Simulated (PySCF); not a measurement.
C4H4N, multiplicity 2. Atoms are numbered in the order given.

```xyz
9

C      0.0000     0.6832     0.9860
C      0.0000     1.0633    -0.4272
N      0.0000     0.0000    -1.2488
C      0.0000    -1.0633    -0.4272
C      0.0000    -0.6832     0.9860
H      0.0000     1.3598     1.8411
H      0.0000     2.0838    -0.8238
H      0.0000    -2.0838    -0.8238
H      0.0000    -1.3598     1.8411
```
Charge 0, spin multiplicity 2.

The structure is a stationary point at r2SCAN-D4/def2-SVP. The isomer is the one that the SMILES or the coordinates give; other isomers of the formula were not compared.

Level of theory: PBE/def2-TZVP in PySCF.

ESP charges are fitted to the potential on shells at 1.4 to 2.0 van der Waals radii. Atomic charges (e):

```csv
atom,Löwdin,ESP fit,meta-Löwdin,Mulliken,Mulliken spin
C1,-0.16,-0.29,?,-0.13,0.09
C2,-0.15,0.35,0.05,-0.02,0.49
N3,0.09,-0.59,-0.30,-0.20,-0.11
C4,-0.15,0.35,0.05,-0.02,0.49
C5,-0.16,-0.29,?,-0.13,0.09
H6,0.14,0.17,?,0.12,-0.01
H7,0.13,0.06,?,0.12,-0.02
H8,0.13,0.06,?,0.12,-0.02
H9,0.14,0.17,?,0.12,-0.01
```

### Question
What belongs in the gaps? (An estimate is asked for; the answer gives what the named calculation found.)

### Answer

- C1, meta-Löwdin: -0.17
- C5, meta-Löwdin: -0.17
- H6, meta-Löwdin: 0.13
- H7, meta-Löwdin: 0.13
- H8, meta-Löwdin: 0.13
- H9, meta-Löwdin: 0.13

### Question
Give the Mayer and Wiberg (Löwdin basis) orders of the bonds. (The exact figures need the calculation; the answer reports its results.)

### Answer

```csv
bond,Mayer,Wiberg
C1–C2,1.15,1.35
C2–N3,1.49,1.78
N3–C4,1.49,1.78
C1–C5,1.68,1.82
C4–C5,1.15,1.35
C1–H6,0.95,0.85
C2–H7,0.96,0.88
C4–H8,0.96,0.88
C5–H9,0.95,0.85
```
